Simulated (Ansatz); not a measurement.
C$_{8}$H$_{16}$, SMILES `C[C@H]1CC[C@@H](C)CC1`. The species carries charge 0 and has multiplicity 1. The geometry is a stationary point of PBE0-D4/def2-TZVP.

```xyz
24

C    -2.627   -0.694    0.213
C    -1.121   -0.828    0.078
C    -0.612   -0.182   -1.206
C     0.900   -0.297   -1.342
C     1.648    0.277   -0.138
C     1.590    1.799   -0.095
C     1.118   -0.359    1.149
C    -0.394   -0.243    1.283
H    -2.918    0.360    0.264
H    -3.146   -1.139   -0.640
H    -2.992   -1.182    1.121
H    -0.873   -1.899    0.030
H    -0.913    0.873   -1.213
H    -1.100   -0.641   -2.072
H     1.237    0.196   -2.259
H     1.163   -1.357   -1.445
H     2.704   -0.004   -0.237
H     2.163    2.186    0.751
H     0.569    2.173    0.004
H     2.009    2.230   -1.008
H     1.390   -1.421    1.153
H     1.612    0.091    2.017
H    -0.726   -0.747    2.197
H    -0.685    0.809    1.395
```

What is the dipole moment at PBE/def2-TZVPP? (An estimate is asked.)

Computed: 0.20 D, with components (0.15, -0.13, -0.02) D in this frame, pointing from negative to positive charge.

And with r2SCAN, B3LYP, ωB97M-V? (Estimate.)

The calculation gave: r2SCAN 0.18 D, B3LYP 0.19 D, ωB97M-V 0.18 D.

Give the Mulliken charges with PBE, ωB97M-V, r2SCAN in def2-TZVPP. (Best estimate.)

Computed: 
| atom | PBE | ωB97M-V | r2SCAN |
| --- | --- | --- | --- |
| C1 | -0.28 | -0.33 | -0.20 |
| C2 | 0.11 | -0.02 | 0.23 |
| C3 | -0.15 | -0.24 | -0.12 |
| C4 | -0.11 | -0.21 | -0.08 |
| C5 | 0.12 | -0.04 | 0.22 |
| C6 | -0.29 | -0.32 | -0.23 |
| C7 | -0.11 | -0.21 | -0.08 |
| C8 | -0.15 | -0.24 | -0.12 |
| H9 | 0.07 | 0.10 | 0.04 |
| H10 | 0.07 | 0.10 | 0.04 |
| H11 | 0.07 | 0.10 | 0.04 |
| H12 | 0.02 | 0.08 | -0.02 |
| H13 | 0.05 | 0.11 | 0.02 |
| H14 | 0.05 | 0.10 | 0.02 |
| H15 | 0.05 | 0.10 | 0.02 |
| H16 | 0.05 | 0.11 | 0.02 |
| H17 | 0.02 | 0.08 | -0.02 |
| H18 | 0.07 | 0.10 | 0.04 |
| H19 | 0.07 | 0.10 | 0.05 |
| H20 | 0.07 | 0.10 | 0.04 |
| H21 | 0.05 | 0.11 | 0.02 |
| H22 | 0.05 | 0.10 | 0.02 |
| H23 | 0.05 | 0.10 | 0.02 |
| H24 | 0.05 | 0.11 | 0.02 |

B3LYP here is the variant with VWN-RPA as its local correlation; programs differ in this.
